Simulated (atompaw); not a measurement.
manganese: PAW (atompaw) pseudisation with PBE, scalar-relativistic reference atom.

- Element: manganese (Mn)
- Generator: atompaw 4.2.0.5
- Type: PAW
- Functional: PBE
- Relativity: scalar-relativistic
- Frozen core: [Ne]
- Valence charge: 15
- Reference configuration: 3s2 3p6 3d5 4s1.5 4p0 (charge +0.5)
- Partial waves: 3s (bound): rc 1.15 bohr; 4s (bound): rc 1.30 bohr; 3p (bound): rc 1.60 bohr; 4p (bound, empty): rc 2.25 bohr; 3d (bound): rc 2.25 bohr; 3d channel at -0.35 Ry: rc 2.25 bohr
- Local potential: troulliermartins scheme with l = 3 at 0 Ry, radius 1.26 bohr
- Core correction: smooth core density matched at 1.55 bohr
- Augmentation charge: sinc compensation charge, radius 2.05 bohr; PAW radius 2.25 bohr; waves and projectors: custom polynom vanderbiltortho

All-electron outer shells of the reference configuration (PBE, scalar-relativistic, ld1.x):

```tsv
shell	level (eV)	outermost node (bohr)	outermost maximum (bohr)
2p	-634.06	–	0.19
3s	-89.80	0.34	0.74
3p	-58.52	0.31	0.75
3d	-10.66	–	0.76
4s	-8.38	1.05	2.44
4p	-4.14	1.15	3.14
```

Task: Does the generator finish with these settings?

Result: Yes, a potential is produced.

Task: Estimate the cutoffs (Ry, on a coarse ladder) from which the occupation-weighted sum of valence levels, in a spherical-Bessel basis at the reference potential, stays within 10 and 1 mRy of its value at 400 Ry.

Result: 45 Ry and 60 Ry.

Task: What does a ghost test show?

Result: No extra level below or beside the all-electron valence levels (s, p, d, f tested).

Task: Is the overlap operator S = 1 + Σ q|β⟩⟨β| positive definite (Bessel basis up to 400 Ry)?

Result: Yes: its lowest eigenvalue is 0.41 (s channel).

Task: Which valence shell sets the plane-wave cutoff?

Result: 3p: its level needs 45 Ry to come within 1 mRy, against 35 Ry for 3s.
